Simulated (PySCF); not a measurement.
Problem. Give a PBE0-D3(BJ)/def2-SVP geometry of `CCO[SiH2]Cl`.

Solution. 
Z-matrix in Å and degrees, rows numbered from 1:
```
C 
C   1  1.5089
O   2  1.4143  1  109.32
Si  3  1.6477  2  125.06  1   170.81
Cl  4  2.0728  3  109.76  2   -57.33
H   1  1.1003  2  110.58  3   179.67
H   1  1.1000  2  110.39  3   -60.21
H   1  1.1000  2  110.56  3    59.40
H   2  1.1054  1  110.38  3   120.92
H   2  1.1065  1  110.46  3  -120.83
H   4  1.4810  3  106.91  2  -175.73
H   4  1.4896  3  111.78  2    60.68
```

Of the pairs four or more bonds apart, Cl5···H9 is among the closest relative to their van der Waals radii: 3.06 Å, 104 % of the sum of Bondi's values. Si4 (chlorine-bound silicon) is tetrahedral (angles from 106.6° to 112.6°). O3 (silyl ether oxygen) is bent (angle 125.1°).

The calculation used PBE0-D3(BJ)/def2-SVP geometry optimisation, gas phase in PySCF 2.14.0.

Point group: C1 (no symmetry element, even within 0.4 Å). Whether it is a minimum is left open (no frequencies). The numbers are those of one conformer (C1–C2–O3–Si4 171°, C2–O3–Si4–Cl5 -57°).
